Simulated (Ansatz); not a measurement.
Calculated with Ansatz (gas phase, PBE0-D4/def2-TZVP geometries, no zero-point term in ΔE). CCSD(T)/CBS is the MP2 limit (def2-TZVPP, def2-QZVPP) plus CCSD(T) − MP2 in def2-TZVPP, frozen cores. Functionals use def2-TZVPP. B3LYP here is the variant with VWN-RPA as its local correlation; programs differ in this. One conformer a species, not always the lowest.

`BC(=C)BO` + `C[SiH](O)S` → `C[SiH](O)BO` + `BC(=C)S`  (redistribution)

```tsv
level	ΔE (kJ/mol)
B3LYP-D4	158.2
PBE-QIDH	166.7
PBE	148.5
PBE0	158.0
CCSD(T)/def2-SVP	158.3
CCSD/def2-TZVPP	163.7
MP2/def2-QZVPP	170.0
CCSD/CBS(def2)	165.2
```

Problem. What does CCSD(T)/CBS give? (Estimate.)

Solution. Ansatz gave: +163.4 kJ/mol. The listed levels differ from it by -5.2, 3.3, -14.9, -5.4, -5.1, 0.3, 6.6, 1.8 kJ/mol.

Largest T1 diagnostic among the species: 0.013.

From PBE to PBE0 (25 % exact exchange), in def2-TZVPP and without D4, ΔE moves by +9.5 kJ/mol. Leaving LDA and LC-ωPBE aside and taking each functional with its dispersion term where it has one, the values, not all of them listed here, spread over 21.0 kJ/mol, from revPBE-D4 to BHLYP-D4. LDA lies +5.8 kJ/mol from PBE without D4. At CCSD(T), def2-SVP lies −5.1 kJ/mol from the extrapolated value and def2-TZVPP −1.5 kJ/mol.
